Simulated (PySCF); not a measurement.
H4F3NSi2, singlet, at a GFN2-xTB geometry, atoms displaced at random by about 0.08 Å a coordinate; HF/6-31G, gradient by finite differences (PySCF).

The PySCF input:
```python
from pyscf import gto, scf

mol = gto.M(
    atom='''
Si    0.72946324    0.22179551    0.01204807
F     1.25338037   -0.53799811    1.38928998
F     0.91204806    1.78884006    0.45894614
F     1.82493042   -0.20631119   -1.06901901
Si   -1.44449302   -0.51879904   -0.67587814
N    -2.72138518   -0.23696592    0.30733695
H    -1.57382929    0.25876266   -2.07702340
H    -1.26022536   -2.04035271   -1.04368351
H    -2.72366003   -0.72029067    1.23119368
H    -3.10175472    0.68124824    0.29732478
''',
    basis='6-31g',
    verbose=4,
)

mf = scf.RHF(mol)
mf.conv_tol = 1e-11
mf.kernel()
scan, done = mf.as_scanner(), []
scan.scf_summary = {}
def energy(d):
    c = mol.atom_coords()
    c[6, 1] += d
    e = scan(mol.set_geom_(c, unit='Bohr', inplace=False))
    done.append(scan.converged)
    return e
h = 0.05
fd = (energy(h) - energy(-h)) / (2 * h)
print('dE/dx =', fd)
```

Question: What does PySCF print? Leave out banner, timings and long lists.

Answer: 
```
PySCF version 2.14.0

[INPUT] verbose = 4
[INPUT] num. atoms = 10
[INPUT] num. electrons = 66
[INPUT] charge = 0
[INPUT] spin (= nelec alpha-beta = 2S) = 0
[INPUT] symmetry False subgroup None
[INPUT] Mole.unit = angstrom
[INPUT] Symbol           X                Y                Z      unit          X                Y                Z       unit  Magmom
[...]
nuclear repulsion = 393.296443538063
number of shells = 42
number of NR pGTOs = 196
number of NR cGTOs = 70
basis = 6-31g
ecp = {}

******** <class 'pyscf.scf.hf.RHF'> ********
method = RHF
initial guess = minao
damping factor = 0
level_shift factor = 0
DIIS = <class 'pyscf.scf.diis.CDIIS'>
diis_start_cycle = 1
diis_space = 8
diis_damp = 0
SCF conv_tol = 1e-11
SCF conv_tol_grad = None
SCF max_cycles = 50
direct_scf = True
direct_scf_tol = 1e-13
Set gradient conv threshold to 3.16228e-06
Initial guess from minao.
init E= -933.183042444617
[...]
cycle= 1 E= -932.768985732708  delta_E= 0.414  |g|= 0.758  |ddm|= 2.78
[...]
cycle= 2 E= -932.866179155541  delta_E= -0.0972  |g|= 0.462  |ddm|= 1.09
[...]
cycle= 3 E= -932.900144913083  delta_E= -0.034  |g|= 0.04  |ddm|= 0.306
[...]
cycle= 4 E= -932.901103498872  delta_E= -0.000959  |g|= 0.00931  |ddm|= 0.0948
[...]
cycle= 5 E= -932.901167743274  delta_E= -6.42e-05  |g|= 0.00308  |ddm|= 0.0256
[...]
cycle= 6 E= -932.901173500768  delta_E= -5.76e-06  |g|= 0.00136  |ddm|= 0.00723
[...]
cycle= 7 E= -932.901174224235  delta_E= -7.23e-07  |g|= 0.000293  |ddm|= 0.00237
[...]
cycle= 8 E= -932.90117428312  delta_E= -5.89e-08  |g|= 6.2e-05  |ddm|= 0.000827
[...]
cycle= 9 E= -932.901174285832  delta_E= -2.71e-09  |g|= 2.47e-05  |ddm|= 0.000194
[...]
cycle= 10 E= -932.901174286102  delta_E= -2.7e-10  |g|= 7.92e-06  |ddm|= 4.64e-05
[...]
cycle= 11 E= -932.901174286152  delta_E= -5.05e-11  |g|= 1.65e-06  |ddm|= 2.6e-05
[...]
cycle= 12 E= -932.901174286152  delta_E= 4.55e-13  |g|= 3.25e-07  |ddm|= 6.87e-06
[...]
Extra cycle  E= -932.901174286151  delta_E= 1.36e-12  |g|= 1.48e-07  |ddm|= 7.43e-07
converged SCF energy = -932.901174286151
Create scanner for <class 'pyscf.scf.hf.RHF'>

WARN: Mole.unit (angstrom) is changed to Bohr

New geometry
   1 Si     0.729463240000   0.221795510000   0.012048070000 AA    1.378485741538   0.419132769558   0.022767552630 Bohr
   2 F      1.253380370000  -0.537998110000   1.389289980000 AA    2.368545629206  -1.016669083434   2.625377569802 Bohr
[...]
converged SCF energy = -932.90035509561
[...]

New geometry
   1 Si     0.729463240000   0.221795510000   0.012048070000 AA    1.378485741538   0.419132769558   0.022767552630 Bohr
   2 F      1.253380370000  -0.537998110000   1.389289980000 AA    2.368545629206  -1.016669083434   2.625377569802 Bohr
   3 F      0.912048060000   1.788840060000   0.458946140000 AA    1.723521045841   3.380417794051   0.867282510526 Bohr
   4 F      1.824930420000  -0.206311190000  -1.069019010000 AA    3.448618690187  -0.389871645533  -2.020153150854 Bohr
   5 Si    -1.444493020000  -0.518799040000  -0.675878140000 AA   -2.729696196646  -0.980388099287  -1.277224578180 Bohr
   6 N     -2.721385180000  -0.236965920000   0.307336950000 AA   -5.142672669650  -0.447800689656   0.580782663459 Bohr
   7 H     -1.573829290000   0.232303799454  -2.077023400000 AA   -2.974106324919   0.438990558664  -3.925005380313 Bohr
   8 H     -1.260225360000  -2.040352710000  -1.043683510000 AA   -2.381480785631  -3.855707819414  -1.972275994625 Bohr
   9 H     -2.723660030000  -0.720290670000   1.231193680000 AA   -5.146971513125  -1.361152096379   2.326618861495 Bohr
  10 H     -3.101754720000   0.681248240000   0.297324780000 AA   -5.861466926377   1.287372596442   0.561862404247 Bohr

******** <class 'pyscf.scf.hf.RHF_Scanner'> ********
method = RHF_Scanner
initial guess = minao
damping factor = 0
level_shift factor = 0
DIIS = <class 'pyscf.scf.diis.CDIIS'>
diis_start_cycle = 1
diis_space = 8
diis_damp = 0
SCF conv_tol = 1e-11
SCF conv_tol_grad = None
SCF max_cycles = 50
direct_scf = True
direct_scf_tol = 1e-13
Set gradient conv threshold to 3.16228e-06
init E= -932.90838050269
[...]
cycle= 1 E= -932.901860074069  delta_E= 0.00652  |g|= 0.00423  |ddm|= 0.033
[...]
cycle= 2 E= -932.901870363536  delta_E= -1.03e-05  |g|= 0.000928  |ddm|= 0.0114
[...]
cycle= 3 E= -932.901870944046  delta_E= -5.81e-07  |g|= 0.000372  |ddm|= 0.00302
[...]
cycle= 4 E= -932.901871015082  delta_E= -7.1e-08  |g|= 0.000148  |ddm|= 0.000902
[...]
cycle= 5 E= -932.901871027494  delta_E= -1.24e-08  |g|= 2.8e-05  |ddm|= 0.000425
[...]
cycle= 6 E= -932.901871028174  delta_E= -6.8e-10  |g|= 7.92e-06  |ddm|= 0.000101
[...]
cycle= 7 E= -932.901871028229  delta_E= -5.5e-11  |g|= 3.12e-06  |ddm|= 2.85e-05
[...]
cycle= 8 E= -932.901871028233  delta_E= -3.41e-12  |g|= 9.18e-07  |ddm|= 5.02e-06
[...]
Extra cycle  E= -932.901871028227  delta_E= 5.68e-12  |g|= 4.79e-07  |ddm|= 1.62e-06
converged SCF energy = -932.901871028227
dE/dx = 0.015159326175080423
```
